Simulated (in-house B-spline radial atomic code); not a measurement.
A run on La- that did not converge. Method: scalar-relativistic (X2C) PBE0, spin-polarised, spherical fractional occupations, exact exchange averaged over the configuration, Fermi nucleus of rms radius 4.855 fm; computed with a B-spline radial code for spherical atoms.

Command:
```bash
python run_scf.py task.json out
```
Settings (nuclear radius in fm, mass in u):
```
Z                57
configuration    [Xe] 5d2 6s2
hamiltonian      x2c
method           pbe0
spin_polarised   True
nucleus          fermi
rms_radius       4.855
atomic_mass      138.90636
speed_of_light   137.035999084
exact_exchange   averaged over the configuration
```

First and last ten iterations of the last attempt (damped for 15 steps, keeping 80 % of the old Fock matrix, then DIIS):
```
 iter        energy (Eh)    residual
    1       -8486.275982    4.80e-01
    2       -8488.042262    3.06e-01
    3       -8490.239359    1.98e-01
    4       -8491.306595    1.27e-01
    5       -8491.807448    8.02e-02
    6       -8492.034340    5.05e-02
    7       -8492.133039    3.18e-02
    8       -8492.173732    2.02e-02
    9       -8491.878766    2.58e-02
   10       -8492.159380    1.70e-02
  111       -8492.194898    3.79e-03
  112       -8491.480671    3.81e-02
  113       -8491.857638    2.92e-02
  114       -8491.857491    2.92e-02
  115       -8491.856968    2.93e-02
  116       -8491.857442    2.92e-02
  117       -8491.857801    2.92e-02
  118       -8491.858434    2.92e-02
  119       -8491.858285    2.92e-02
  120       -8491.858331    2.92e-02
 not converged after 120 iterations
```

The smallest residual met was 6.4e-04; the threshold is about 6e-07. No energy from this run should be used. Run time, properties included: 6.8 s on 1 thread of Intel(R) Xeon(R) 6975P-C, on a shared host.
